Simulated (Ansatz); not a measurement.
`C[CH2][Ge][CH3]`, relaxed with RKS PBE-D4/def2-SVP in the Gaussian-basis code of Ansatz from a rough embedded geometry. The force threshold is 0.03 eV/Å; the program also tests the step.

Total charge 0; spin multiplicity 1.

Start:

```xyz
12

C     0.120   -0.184    1.527
C     1.165    0.068    0.522
Ge    0.404    1.104   -0.912
C    -1.031    0.197   -1.840
H    -0.737   -0.815    1.137
H     0.561   -0.802    2.422
H    -0.293    0.757    1.993
H     1.523   -0.848    0.106
H     2.036    0.659    1.001
H    -0.564   -0.813   -2.190
H    -1.799   -0.073   -1.097
H    -1.385    0.751   -2.669
```

Question: By how much does the energy fall, and how many steps does the optimiser take? (Estimate.)

Answer: The calculation gave: 69.90 kJ/mol, in 4 steps.

Question: Which bonds change most? (An estimate is asked.)

Answer: The calculation gave: C2–Ge3 from 1.926 to 2.034 Å; Ge3–C4 from 1.934 to 2.015 Å; C1–C2 from 1.472 to 1.537 Å; C1–H6 from 1.174 to 1.111 Å.

Question: Give the relaxed structure. (An estimate is asked.)

Answer: The calculation gave: 
```xyz
12

C     0.063   -0.201    1.531
C     1.128    0.104    0.465
Ge    0.497    1.377   -0.990
C    -0.923    0.161   -1.743
H    -0.808   -0.739    1.106
H     0.466   -0.832    2.352
H    -0.327    0.724    2.009
H     1.450   -0.838   -0.038
H     2.034    0.538    0.937
H    -0.456   -0.798   -2.063
H    -1.669   -0.100   -0.960
H    -1.456    0.605   -2.605
```
